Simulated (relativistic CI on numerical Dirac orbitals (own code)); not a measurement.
## Hyperfine structure of La53+, mass number 137

Method of calculation: Dirac-Coulomb-Breit CI, orbitals from a KLI potential per configuration, model QED (radiative potential, 1s self-energy scaled to tabulated hydrogen-like ionisation energies), unscaled Slater integrals (own radial code, finite nucleus).

Configurations in the expansion (outside the closed core 1s2): 2s2, 2s 2p, 2p2, 2p 3s, 2p 3p, 2s 3s, 2s 3p, 2s 3d, 2s 4s, 2s 4p, 2s 4d, 2s 4f, 3s2, 3s 3p, 3p2. Levels of other configurations are missing.

Nuclear spin I = 7/2, μ = 2.696 μN, Q = 0.21 b (tables of Stone and Pyykkö). The electronic factors are computed for point nuclear moments, without core polarisation or the Bohr-Weisskopf and QED corrections.

```csv
Level,E (eV),A (GHz),B (GHz)
2s 2p 3P°_1,138.09,4050,-20.8
2s 2p 3P°_2,575.56,1773,152
2s 2p 1P°_1,643.78,-1138,96.8
2p2 3P_1,757.80,-136.4,75.7
2p2 1D_2,774.19,707.3,135
2p2 3P_2,1229.87,293.2,16.3
2s 3s 3S_1,6095.55,4028,-0.115
2s 3p 3P°_1,6151.53,3415,-0.197
```

Levels with J = 0, under 50 % of one LS term, or S terms without an open s electron are left out. Small factors come from cancelling terms and can be off by tens of per cent or more.

At this charge energies of transitions that change n are usually good to better than 1 %, and those within a shell (Δn = 0) to a few per cent.

Task: Give the hyperfine levels of 2s 2p 3P°_1 relative to its centre of gravity.

Result: With K = F(F + 1) − I(I + 1) − J(J + 1), E = AK/2 + B[¾K(K + 1) − I(I + 1)J(J + 1)]/[2I(2I − 1)J(2J − 1)]: F = 5/2: -18240, F = 7/2: -4035, F = 9/2: 14170 GHz.

LS names give the leading component of a level, which can be under half, so a name can repeat, a term be missing and a line seem to break the LS rules.
